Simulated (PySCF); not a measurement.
RbH⁺: energy against distance

Set-up: basis Rb def2-SVP with ECP28, H def2-SVP; scalar-relativistic core potentials; PySCF 2.14. Energies in eV from Rb⁺ + H in their ground configurations at the same level. State: ²Σ⁺ (doublet), unpaired electrons σ ↑.

All columns are r²SCAN0. A positive dipole points towards H; it is taken about the centre of mass and depends on that origin.

| R (Å) | E (eV) | μ (D) | Mulliken charge on Rb (basis-dependent) | HOMO (eV) | LUMO (eV) | Mayer bond order | ⟨S²⟩ |
| --- | --- | --- | --- | --- | --- | --- | --- |
| 3.068 | -0.016 | 0.00 | 0.98 | -14.09 | -6.63 | 0.04 | 0.75 |
| 3.211 | -0.020 | -0.03 | 0.98 | -13.90 | -6.49 | 0.04 | 0.75 |
| 3.354 | -0.021 | -0.05 | 0.98 | -13.72 | -6.34 | 0.04 | 0.75 |
| 3.461 | -0.020 | -0.07 | 0.98 | -13.59 | -6.23 | 0.04 | 0.75 |
| 3.568 | -0.020 | -0.08 | 0.98 | -13.46 | -6.13 | 0.04 | 0.75 |
| 3.675 | -0.019 | -0.10 | 0.98 | -13.35 | -6.02 | 0.04 | 0.75 |
| 3.818 | -0.017 | -0.11 | 0.98 | -13.20 | -5.89 | 0.04 | 0.75 |
| 3.996 | -0.015 | -0.13 | 0.98 | -13.03 | -5.74 | 0.04 | 0.75 |
| 4.210 | -0.013 | -0.15 | 0.98 | -12.84 | -5.57 | 0.04 | 0.75 |
| 4.496 | -0.011 | -0.17 | 0.98 | -12.62 | -5.36 | 0.03 | 0.75 |

A fit through these points gives, at Re = 3.350 Å, μ = -0.05 D and dμ/dR = -0.157 D/Å; the reduced mass is 0.996 u.

Problem. How strong is the fundamental in the double-harmonic approximation, I = 42.26·(dμ/dR)²/μred km/mol?

Solution. I = 42.26·(-0.157)²/0.996 = 1.05 km/mol at r²SCAN0.

The bond is weak. Basis-set superposition, not corrected here, can be much of De in a small basis, most of all at correlated wavefunction levels. Spin–orbit coupling is left out. For an ion De counts to the pair picked by the measured ionisation energies or electron affinities, which need not be the lowest pair at this level. The state is the lowest determinant that a PBE0 search found; another state may lie lower at other levels.
